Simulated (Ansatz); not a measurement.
**CH3Br (bromomethane): the vertical ionisation energy from total energies**

CH3Br: 5 atoms, total charge 0, spin state singlet. SMILES: `CBr`. The coordinates come from a PBE0-D4/def2-TZVP relaxation.

Both states at this one shape; open shells run unrestricted unless said. 1 Eh = 27.2114 eV.

```
        level  program  singlet CH3Br (Eh)  doublet CH3Br+ (Eh)  HOMO of the first (eV)
    HF/STO-3G   Ansatz        -2583.812831         -2583.528554                   -8.35
   HF/cc-pVTZ   Ansatz        -2612.092189         -2611.739494                  -10.91
SVWN5/cc-pVTZ   Ansatz        -2610.190604         -2609.797638                   -6.77
```

**Question.** Work out the vertical ionisation energy at each level.

**Answer.** 
1. HF/STO-3G: -2583.528554 − (-2583.812831) = 0.284277 Eh = 7.74 eV; −ε(HOMO) = 8.35 eV.
2. HF/cc-pVTZ: -2611.739494 − (-2612.092189) = 0.352695 Eh = 9.60 eV; −ε(HOMO) = 10.91 eV.
3. SVWN5/cc-pVTZ: -2609.797638 − (-2610.190604) = 0.392966 Eh = 10.69 eV; −ε(HOMO) = 6.77 eV.

No measured value is set beside it here; the levels span 7.74 to 10.69 eV. In Hartree–Fock, −ε(HOMO) (Koopmans) exceeds the difference of totals by the orbital relaxation of the ion. In semi-local functionals −ε(HOMO) lies far under the ionisation energy, a result of self-interaction, while the difference of totals does much better. Hartree–Fock favours the state with fewer electron pairs, since it lacks pair correlation. Spin-orbit coupling, which splits open shells on such heavy atoms by tenths of an eV, is left out. Minimal sets are far from the basis-set limit. All-electron rows are non-relativistic unless named.
